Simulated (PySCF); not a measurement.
SMILES [OH][AlH][OH] (H3AlO2), singlet at its PBE0/def2-SVP optimised geometry (Å):

```
6

Al    -0.6754     0.4667     0.0000
H     -1.4036     1.8547     0.0000
O     -1.6401    -0.9307    -0.0012
H     -1.3923    -1.8547     0.0061
O      1.0228     0.4667     0.0000
H      1.6401    -0.2643     0.0002
```

Calculation: PySCF with PBE0/def2-TZVP. Cells within 0.4 Å of a nucleus heavier than hydrogen are left out (blank, or x).

Map of the Laplacian of the electron density (e/bohr⁵), clipped to [-1.50, 1.50] on the plane z = 0.0 Å:

```
|5555555555555555555555555555555|
|5555555555555555555555555555555|
|5555555555555555555555555555555|
|5555555555555555555555555555555|
|5555555555555555555555555555555|
|5555555555555555555555555555555|
|5555555555555555555555555555555|
|5555555554445555555555555555555|
|5555555550034555555555555555555|
|5555555543144555555555555555555|
|5555555554445555555655555555555|
|5555555554579975566666555555555|
|555555555579xx97660x16555555555|
|55555555559xxx9963xxx6655555555|
|555555555589xx9853xxx5655555555|
|5555555555699996565311555555555|
|5555555666667755556630355555555|
|555555663x355555555554555555555|
|55555564xxx55555555555555555555|
|55555564xxx66555555555555555555|
|5555556630265555555555555555555|
|5555555662055555555555555555555|
|5555555551055555555555555555555|
|5555555555555555555555555555555|
|5555555555555555555555555555555|
|5555555555555555555555555555555|
|5555555555555555555555555555555|
|5555555555555555555555555555555|
|5555555555555555555555555555555|
|5555555555555555555555555555555|
|5555555555555555555555555555555|
```
Scale: ten equal steps from -1.50 (start of '0') to 1.50 (end of '9'), in the order '0123456789'; x runs from -4.00 to 4.00, y from -4.00 (bottom) to 4.00 (top).
